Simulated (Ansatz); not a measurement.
One change: `CBO[SiH2]C` becomes `CO[SiH2]C`.

Ansatz, PBE0-D4/def2-TZVP geometries, multiplicity 1. Each molecule was computed in one conformer, which needn't be the lowest.

```
                                        property  `CBO[SiH2]C`
         HOMO–LUMO gap (ωB97M-V/def2-TZVPP) / eV         12.40
             LUMO energy (B3LYP/def2-TZVPP) / eV         -0.19
size of the dipole moment (B3LYP/def2-TZVPP) / D          0.92
              HOMO energy (PBE0/def2-TZVPP) / eV         -8.15
           HOMO–LUMO gap (B3LYP/def2-TZVPP) / eV          7.77
           HOMO energy (ωB97M-V/def2-TZVPP) / eV        -10.52
```

Q: Give the same properties after the change, and the shifts. (Estimate.)

A: The calculation gave: 
```csv
property,`CO[SiH2]C`,shift
HOMO–LUMO gap (ωB97M-V/def2-TZVPP) / eV,12.77,0.37
LUMO energy (B3LYP/def2-TZVPP) / eV,0.63,0.82
size of the dipole moment (B3LYP/def2-TZVPP) / D,1.44,0.52
HOMO energy (PBE0/def2-TZVPP) / eV,-7.95,0.20
HOMO–LUMO gap (B3LYP/def2-TZVPP) / eV,8.36,0.59
HOMO energy (ωB97M-V/def2-TZVPP) / eV,-10.31,0.21
```

With PBE0 the HOMO rises by 0.20 eV and the LUMO rises by 0.81 eV, so the gap widens by about 0.61 eV. PBE moves the HOMO by 0.25 eV and ωB97M-V by 0.21 eV. The zero-point energy changes by -31.3 kJ/mol with -6 modes. Dipoles are sizes alone; their direction can turn.

Positive LUMOs are unbound, so they and the gaps depend on the basis.

B3LYP here is the variant with VWN-RPA as its local correlation; programs differ in this.
